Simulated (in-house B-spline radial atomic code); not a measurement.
Checks on a self-consistent run for Sn VII (Sn6+), [Kr] 4d8. Method: non-relativistic Hartree-Fock, average of configuration, point nucleus. Calculated with a B-spline radial code for spherical atoms.

| orbital | q | ε (Eh) | <1/r> | <r²> |
| --- | --- | --- | --- | --- |
| 1s | 2 | -1044.45701 | 49.4746 | 0.00123787 |
| 2s | 2 | -160.20950 | 11.3311 | 0.0202396 |
| 2p | 6 | -149.72408 | 11.307 | 0.0153022 |
| 3s | 2 | -34.78869 | 4.10607 | 0.140105 |
| 3p | 6 | -30.40294 | 4.01889 | 0.13534 |
| 3d | 10 | -22.35897 | 3.86336 | 0.116449 |
| 4s | 2 | -8.52892 | 1.62568 | 0.791332 |
| 4p | 6 | -6.95159 | 1.52689 | 0.87903 |
| 4d | 8 | -4.33964 | 1.30581 | 1.16012 |

Electron-electron repulsion V_ee = 2136.6921 hartree, kinetic energy T = 6013.4387 hartree.

Problem. What total energy follows from the eigenvalues?

Solution. The eigenvalues count the repulsion twice, so E = Σqε - V_ee = -3876.747 - 2136.692 = -6013.439 hartree; the run printed -6013.439.

Problem. What is the virial ratio?

Solution. -V/T = (T - E)/T = 2.000000; at the Hartree-Fock limit it is 2.

Problem. What diamagnetic shielding (Lamb formula) and susceptibility (Langevin formula) do the radii give?

Solution. σ = (α²/3)Σq<1/r> = 283.271/(3·137.036²) = 5028.2 ppm, and χ = -0.79199×10⁻⁶·Σq<r²> = -14.68×10⁻⁶ cm³/mol with Σq<r²> = 18.529 bohr². Both are non-relativistic formulas without the paramagnetism of open shells.
